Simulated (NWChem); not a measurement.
System: BAsH$_{3}$F; SMILES FB[AsH2]

Here is an NWChem input.

```
start job
memory heap 200 mb stack 900 mb global 1100 mb
geometry units angstroms noautosym nocenter noautoz
  B     -0.571698     1.184687    -0.000114
  As     0.045935    -0.747894    -0.023968
  H     -0.978454    -1.199692     1.002587
  H      1.177585    -0.564233     0.973011
  F      0.311401     2.165805    -0.013312
  H     -1.743605     1.482451    -0.076228
end
basis spherical
  * library pcsseg-1
end
dft
  xc bhlyp
  iterations 150
end
property
  shielding
end
task dft property
```

Parts of the log:

```
             Northwest Computational Chemistry Package (NWChem) 7.3.0
             --------------------------------------------------------

                             Geometry "geometry" -> ""
                             -------------------------

 Output coordinates in angstroms (scale by  1.889725989 to convert to a.u.)

  No.       Tag          Charge          X              Y              Z
 ---- ---------------- ---------- -------------- -------------- --------------
    1 B                    5.0000    -0.57169800     1.18468700    -0.00011400
    2 As                  33.0000     0.04593500    -0.74789400    -0.02396800
    3 H                    1.0000    -0.97845400    -1.19969200     1.00258700
    4 H                    1.0000     1.17758500    -0.56423300     0.97301100
    5 F                    9.0000     0.31140100     2.16580500    -0.01331200
    6 H                    1.0000    -1.74360500     1.48245100    -0.07622800

 Effective nuclear repulsion energy (a.u.)     153.6720466200

                              NWChem Property Module
                              ----------------------

  itol2e modified to match energy
  convergence criterion.

                                 NWChem DFT Module
                                 -----------------

 Summary of "ao basis" -> "ao basis" (spherical)
 ------------------------------------------------------------------------------
       Tag                 Description            Shells   Functions and Types
 ---------------- ------------------------------  ------  ---------------------
 B                          pcsseg-1                 7       17   3s3p1d
 As                         pcsseg-1                15       41   5s7p3d
 H                          pcsseg-1                 3        5   2s1p
 F                          pcsseg-1                 7       17   3s3p1d

  itol2e modified to match energy
  convergence criterion.

            General Information
            -------------------
          SCF calculation type: DFT
          Wavefunction type:  closed shell.
          No. of atoms     :     6
          No. of electrons :    50
           Alpha electrons :    25
            Beta electrons :    25
          Charge           :     0
          Spin multiplicity:     1
          Use of symmetry is: off; symmetry adaption is: off
          Maximum number of iterations: 150
          AO basis - number of functions:    90
                     number of shells:    38
          Convergence on energy requested:  1.00D-07
          Convergence on density requested:  1.00D-05
          Convergence on gradient requested:  5.00D-04

              XC Information
              --------------
                        BHLYP Method XC Functional
                     Hartree-Fock (Exact) Exchange  0.500
                        Slater Exchange Functional  0.500 local
                    Becke 1988 Exchange Functional  0.500 non-local
              Lee-Yang-Parr Correlation Functional  1.000

             Grid Information
             ----------------
          Grid used for XC integration:  fine
          Radial quadrature: Mura-Knowles
          Angular quadrature: Lebedev.
          Tag              B.-S. Rad. Rad. Pts. Rad. Cut. Ang. Pts.
          ---              ---------- --------- --------- ---------
          B                   0.85       70          10.0       590
          As                  1.15      140          10.0       974
          H                   0.35       60          11.0       590
          F                   0.50       70          11.0       590
          Grid pruning is: on
          Number of quadrature shells:   460
          Spatial weights used:  Erf1

      Superposition of Atomic Density Guess
      -------------------------------------

 Sum of atomic energies:       -2359.26132322

      Non-variational initial energy
      ------------------------------

 Total energy =   -2360.080972
 1-e energy   =   -3593.604193
 2-e energy   =    1079.851175
 HOMO         =      -0.278655
 LUMO         =       0.007500

[...]

          -----------------------------------------
          Chemical Shielding Tensors (GIAO, in ppm)
          -----------------------------------------

                                NWChem CPHF Module
                                ------------------

  scftype          =     RHF
  nclosed          =       25
  nopen            =        0
  variables        =     1625
  # of vectors     =        3
  tolerance        = 0.10D-03
  level shift      = 0.00D+00
  max iterations   =       50
  max subspace     =       30

 SCF residual:    6.8859471816206045E-005

Iterative solution of linear equations
  No. of variables     1625
  No. of equations        3
  Maximum subspace       30
        Iterations       50
       Convergence  1.0D-04

   iter   nsub   residual    time
   ----  ------  --------  ---------
     1      3    7.55D-01      19.6
     2      6    7.53D-02      22.6
     3      9    7.89D-03      25.6
     4     12    7.71D-04      28.6
     5     15    6.44D-05      31.6

      Atom:    1  B
        Diamagnetic
    188.3887     -2.1257      0.1762
     -2.1257    204.5026     -0.5659
      0.1762     -0.5659    174.4788

        Paramagnetic
   -211.4833    -54.6334     -2.2218
    -54.6334   -176.2413     -0.5599
     -2.2218     -0.5599    -87.7221

        Total Shielding Tensor
    -23.0946    -56.7591     -2.0456
    -56.7591     28.2612     -1.1259
     -2.0456     -1.1259     86.7567

           isotropic =      30.6411
          anisotropy =      84.2307

          Principal Components and Axis System
                 1           2           3
               86.7949     64.8794    -59.7510

      1        -0.0174     -0.5420      0.8402
      2        -0.0024      0.8403      0.5420
      3         0.9998     -0.0074      0.0159

      Atom:    2  As
        Diamagnetic
   2878.9353      0.1457      0.3026
      0.1457   2880.0216     -1.3148
      0.3026     -1.3148   2876.1524

        Paramagnetic
  -1083.2066   -100.6439     23.8663
   -100.6439  -1022.0935   -102.5726
     23.8663   -102.5726  -1059.6309

        Total Shielding Tensor
   1795.7287   -100.4982     24.1689
   -100.4982   1857.9281   -103.8874
     24.1689   -103.8874   1816.5214

           isotropic =    1823.3927
          anisotropy =     249.4049

          Principal Components and Axis System
                 1           2           3
             1989.6627   1782.0304   1698.4851

      1        -0.4458     -0.6865      0.5744
      2         0.7387      0.0802      0.6692
      3        -0.5055      0.7227      0.4714

      Atom:    3  H
        Diamagnetic
     31.5527      5.2798    -10.6797
      5.2798     24.2599     -5.7939
    -10.6797     -5.7939     30.7441

        Paramagnetic
      0.1003     -1.9185      3.2503
     -1.9185      0.1892      1.4912
      3.2503      1.4912     -0.1211

        Total Shielding Tensor
     31.6530      3.3614     -7.4294
      3.3614     24.4492     -4.3027
     -7.4294     -4.3027     30.6231

           isotropic =      28.9084
          anisotropy =      17.2558

          Principal Components and Axis System
                 1           2           3
               40.4123     24.1225     22.1905

      1         0.6812      0.7216      0.1231
      2         0.3208     -0.4454      0.8359
      3        -0.6580      0.5299      0.5349

      Atom:    4  H
        Diamagnetic
     34.3036      1.3724     11.9402
      1.3724     22.3017      0.6899
     11.9402      0.6899     30.2050

        Paramagnetic
     -1.5291     -0.2951     -3.1836
     -0.2951      1.4802     -0.7915
     -3.1836     -0.7915     -0.3139

        Total Shielding Tensor
     32.7745      1.0773      8.7567
      1.0773     23.7819     -0.1016
      8.7567     -0.1016     29.8910

           isotropic =      28.8158
          anisotropy =      17.1394

          Principal Components and Axis System
                 1           2           3
               40.2421     24.1097     22.0956

      1         0.7629      0.2422     -0.5995
      2         0.0459      0.9046      0.4239
      3         0.6449     -0.3509      0.6789

      Atom:    5  F
        Diamagnetic
    471.2134     14.5877     -0.3034
     14.5877    481.0076     -0.0174
     -0.3034     -0.0174    464.3206

        Paramagnetic
   -532.3272    -13.1597    -21.8965
    -13.1597   -442.1986      9.3812
    -21.8965      9.3812     44.0219

        Total Shielding Tensor
    -61.1139      1.4280    -22.1999
      1.4280     38.8090      9.3638
    -22.1999      9.3638    508.3425

           isotropic =     162.0126
          anisotropy =     521.0670

          Principal Components and Axis System
                 1           2           3
              509.3905    -62.0099     38.6570

      1        -0.0388      0.9991      0.0185
      2         0.0198     -0.0178      0.9996
      3         0.9991      0.0392     -0.0191

      Atom:    6  H
        Diamagnetic
     35.0345     -4.7107      0.6536
     -4.7107     27.1572     -0.3023
      0.6536     -0.3023     21.6098

        Paramagnetic
    -12.0263      0.6434     -0.5373
      0.6434      0.5033     -0.2923
     -0.5373     -0.2923      2.1215

        Total Shielding Tensor
     23.0082     -4.0672      0.1162
     -4.0672     27.6605     -0.5946
      0.1162     -0.5946     23.7313

           isotropic =      24.8000
          anisotropy =       7.9073

          Principal Components and Axis System
                 1           2           3
               30.0716     23.6924     20.6361

      1        -0.4981     -0.1010      0.8612
      2         0.8624      0.0454      0.5041
      3        -0.0900      0.9938      0.0645
```

Level: BHandHLYP/pcSseg-1, GIAO. Coordinates come from a PBE0/def2-SVP optimisation. The printed shielding anisotropy is the first printed principal value minus the mean of the other two.
